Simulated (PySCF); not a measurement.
## How methods differ on the ionisation energy of Mn⁺

Mn⁺ [Ar] 3d5 4s1 (7S) → Mn²⁺ [Ar] 3d5 (6S), as a difference of total energies. All numbers are calculated (PySCF 2.14, the spin-free X2C one-electron Hamiltonian (Gaussian nucleus), in aug-cc-pVDZ-DK). Correlated levels: valence: [Ar] frozen. The calculations carry no spin-orbit coupling.

```
           method  ionisation energy (eV)
              UHF                  14.885
    MP2 (valence)                  15.292
SCS-MP2 (valence)                  15.021
   CCSD (valence)                  15.324
CCSD(T) (valence)                  15.334
```

How much does correlation contribute at CCSD(T) (valence)?

15.334 − (14.885) = 0.449 eV, measured against UHF.

Errors of the correlated levels include the incompleteness of this basis and the frozen core.

For comparison: 15.640 eV (measured; NIST Atomic Spectra Database, ionization energies).
